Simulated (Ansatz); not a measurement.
Start from `COB(C)S` and change one atom or group to get `CB(N)S`.

Ansatz, PBE0-D4/def2-TZVP geometries, multiplicity 1. Each molecule was computed in one conformer, which needn't be the lowest.

| property | `COB(C)S` |
| --- | --- |
| LUMO energy (PBE0/def2-TZVPP) / eV | 0.42 |
| HOMO–LUMO gap (ωB97M-V/def2-TZVPP) / eV | 11.82 |
| LUMO energy (B3LYP/def2-TZVPP) / eV | 0.21 |
| size of the dipole moment (B3LYP/def2-TZVPP) / D | 0.15 |
| size of the dipole moment (ωB97M-V/def2-TZVPP) / D | 0.15 |
| HOMO–LUMO gap (B3LYP/def2-TZVPP) / eV | 7.56 |

**Question.** What does the change do to each property? (An estimate is asked.)

**Answer.** Ansatz gave: 
```csv
property,`CB(N)S`,shift
LUMO energy (PBE0/def2-TZVPP) / eV,0.52,0.10
HOMO–LUMO gap (ωB97M-V/def2-TZVPP) / eV,11.19,-0.63
LUMO energy (B3LYP/def2-TZVPP) / eV,0.19,-0.02
size of the dipole moment (B3LYP/def2-TZVPP) / D,2.47,2.32
size of the dipole moment (ωB97M-V/def2-TZVPP) / D,2.49,2.34
HOMO–LUMO gap (B3LYP/def2-TZVPP) / eV,7.00,-0.56
```

With PBE0 the HOMO rises by 0.54 eV and the LUMO rises by 0.10 eV, so the gap narrows by about 0.44 eV. PBE moves the HOMO by 0.53 eV and ωB97M-V by 0.54 eV. The zero-point energy changes by -41.4 kJ/mol with -6 modes. Dipoles are sizes alone; their direction can turn.

B3LYP here is the variant with VWN-RPA as its local correlation; programs differ in this.
